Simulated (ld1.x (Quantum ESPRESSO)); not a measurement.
# selenium (Se): one change to a TM potential, before and after

ld1.x (Quantum ESPRESSO) 7.5 input, shortened:

```
&input
   title='Se', zed=34., rel=2, dft='PBE', iswitch=3,
   config='[Ar] 3d10 4s2 4p2 4d-2', rel_dist='average'
 /
 &inputp
   pseudotype=2, tm=.true., lloc=0,
   nlcc=.false.
 /
3
4P  2  1   2.00   0.00  1.20  1.20  0.0
4D  3  2  -2.00   0.40  1.10  1.10  0.0
4S  1  0   2.00   0.00  1.20  1.20  0.0
 &test
   configts(1)='4s2 4p2'
 /
```

Open shells are filled in proportion to 2j + 1 (rel_dist='average').

All-electron outer shells of the reference configuration (PBE, scalar-relativistic, ld1.x):

```
shell  level (eV)  outermost node (bohr)  outermost maximum (bohr)
   4s      -37.63                   0.70                      1.47
   4p      -25.46                   0.73                      1.69
```

Change: wave 4p (bound): rc 1.20 bohr becomes 4p (bound): rc 1.12 bohr.

Cutoffs: the cutoffs (Ry, on a coarse ladder) from which the occupation-weighted sum of valence levels, in a spherical-Bessel basis at the reference potential, stays within 10 and 1 mRy of its value at 400 Ry; they do not see the model core or the augmentation charge, which bear on the density cutoff. Errors are all-electron minus pseudo energies relative to the spin-unpolarised reference configuration.

Task: Predict the effect on cutoff, ghosts and configuration errors.

Result: The potential gets harder (100 Ry and 230 Ry → 180 Ry and 260 Ry); both files keep a bound ghost (d, p); of the 7 tests that both files solve, the error grows in 5 and shrinks in 1 by more than 15 % and 0.3 meV (median size 1.7 → 3.1 meV). A smaller radius makes the pseudo-wave follow the all-electron one further in, where it bends more sharply, so more plane waves are needed.

| quantity | base | changed |
| --- | --- | --- |
| cutoff, loose | 100 Ry | 180 Ry |
| cutoff, tight | 230 Ry | 260 Ry |
| loose cutoff by channel (10 mRy a level) | p 90 Ry, s 50 Ry | p 160 Ry, s 50 Ry |
| bound ghosts | p3/2, d5/2, d3/2, p1/2 | p3/2, d5/2, d3/2, p1/2 |
| error for 4s2 4p4, meV [ΔE -31.20 eV] | +1.2 | -2.2 |
| error for 4s2 4p3, meV [ΔE -20.35 eV] | +0.5 | +0.1 |
| error for 4s2 4p1, meV [ΔE 30.87 eV] | +4.8 | +7.7 |
| error for 4s2 4p4.3, meV [ΔE -32.80 eV] | +1.7 | -3.1 |
| error for 4s0 4p6, meV [ΔE -9.25 eV] | +71 | +94 |
| error for 4s2 4p3.5, meV [ΔE -26.89 eV] | +0.8 | -0.8 |
| error for 4s1 4p5, meV [ΔE -20.33 eV] | +21 | +29 |
| s: phases at 1.31 bohr within 0.05 rad from the reference energy up to (Ry; the scan ends near 5) | -1.0 | -1.0 |
| p1/2: phases at 1.31 bohr within 0.05 rad from the reference energy up to (Ry; the scan ends near 5) | -1.4 | -1.5 |
| p3/2: phases at 1.31 bohr within 0.05 rad from the reference energy up to (Ry; the scan ends near 5) | -0.1 | -0.1 |
| d3/2: phases at 1.31 bohr within 0.05 rad from the reference energy up to (Ry; the scan ends near 5) | 2.0 | 2.0 |
| d5/2: phases at 1.31 bohr within 0.05 rad from the reference energy up to (Ry; the scan ends near 5) | 2.0 | 2.0 |

 A true bound ghost makes a file unfit for plane-wave use even where its test errors are small: the radial tests pick states by their node count and pass the ghost by.
